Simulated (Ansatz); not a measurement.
Total energies of the cluster Al4H (the lowest doublet isomer of a short search) from Ansatz at PBE0-D4/def2-TZVP, gas phase (1 Eh = 27.2114 eV = 2625.5 kJ/mol). The reference geometry is relaxed at PBE0-D4/def2-SVP.

Cartesian coordinates in Å:
```
Al 1.373 -0.729 1.199
Al -1.449 0.661 -1.149
Al -0.566 1.015 1.282
Al 0.103 -1.429 -0.969
H 0.539 0.482 -0.363
```

```csv
state,geometry,energy (Eh)
charge 0 doublet,reference,-969.82961
charge 1 triplet,reference,-969.58938
charge 0 quartet,relaxed at PBE0-D4/def2-SVP,-969.82292
free Al atom (doublet),–,-242.24894
free H atom (doublet),–,-0.50104
```

**Question.** Work out the vertical ionisation energy to the triplet.

**Answer.** E(charge 1 triplet) − E(charge 0 doublet) = -969.58938 − (-969.82961) = 0.24023 Eh = 6.54 eV. For comparison, −ε of the highest occupied level of the spin that leaves is 4.99 eV at this level, 1.55 eV less.

**Question.** Which of the charge 0 states is lowest, and how far above it are the others?

**Answer.** The doublet. quartet: -969.82292 − (-969.82961) = 0.00669 Eh = 17.6 kJ/mol. The quartet differs in its bonds from the reference.

**Question.** What is the binding energy per atom against free atoms?

**Answer.** Atoms: 4 × (-242.24894) + 1 × (-0.50104) = -969.49680 Eh. Binding: -969.49680 − (-969.82961) = 0.33281 Eh = 9.06 eV, or 1.81 eV for each of 5 atoms (no zero-point energy, no counterpoise term).

The structure comes from a short search, and lower isomers may exist.
